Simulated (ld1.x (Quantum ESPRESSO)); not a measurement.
Results of a calculation; reference values are marked as such.
# Pseudopotentials across the periodic table

Generated with ld1.x 7.5 (TM, RRKJ, ultrasoft, PAW), atompaw 4.2 or ONCVPSP 4.0.1. The cutoff is in Ry: for ld1.x and atompaw files where the sum of valence levels is converged to 10 mRy in a Bessel basis, for ONCV files where the hardest occupied wave has 1 mHa per electron of residual kinetic energy. The error is the largest all-electron minus pseudo excitation energy over each file’s own four to seven test configurations (ionisations up to +4, promotions, holes and added fractions of an electron), all of which were solved. The labels leave out finer settings (local radius, basis sizes, second energies), which also bear on the numbers. Spin-polarised tests are not counted. The rows are a selection from randomly drawn settings: files with unsolved tests, undetermined cutoffs or missed reference levels are left out.

A true bound ghost makes a file unfit for plane-wave use even where its test errors are small: the radial tests pick states by their node count and pass the ghost by.

| element | potential | cutoff (Ry) | largest error (meV) | bound ghosts |
| --- | --- | --- | --- | --- |
| S | ultrasoft, PBE, scalar-relativistic, rc 1.65/1.35 (sp), local smoothed, core correction yes, reference 3s2 3p3.5 | 12 | -2.1 | none |
| Fe | PAW, PBEsol, scalar-relativistic, rc 2.35/1.30/1.60 (spd), local smoothed, core correction yes, reference 3p6 3d6 4s2 4p0 | 55 | -228 | s |
| Cu | PAW, LDA (PZ), scalar-relativistic, rc 1.95/3.70/1.25 (spd), local smoothed, core correction yes, reference 3d10 4s0.75 4p0.25 | 90 | -719 | none |
| Se | ultrasoft, PBE, non-relativistic, rc 1.50/2.15/1.75 (spd), local smoothed, core correction no, reference 4s2 4p4 | 18 | +204 | none |
| In | RRKJ, LDA (PZ), fully relativistic, rc 2.15/2.20/1.75/1.90 (spdf), local s, core correction no, reference 4d10 5s2 5p1 | 55 | -161 | none |
| In | TM, LDA (PZ), scalar-relativistic, rc 1.95/3.15 (sp), local s, core correction no, reference 5s2 5p1 | 18 | +149 | none |
| Ta | TM, PBEsol, scalar-relativistic, rc 2.45/4.10/2.55 (spd), local s, core correction no, reference 5d3 6s1 6p1 | 25 | -34 | none |
| Re | TM, LDA (PZ), scalar-relativistic, rc 2.35/3.75/1.85 (spd), local s, core correction no, reference 5d5 6s1.75 6p0.25 | 35 | -43 | none |

Problem. Fill in the row for Mo: TM, PBE, fully relativistic, rc 2.70/3.35/2.45 (spd), local s, core correction yes, reference 4d5 5s0 5p0.

Solution. cutoff 35 Ry, largest error -695 meV, bound ghosts: none.
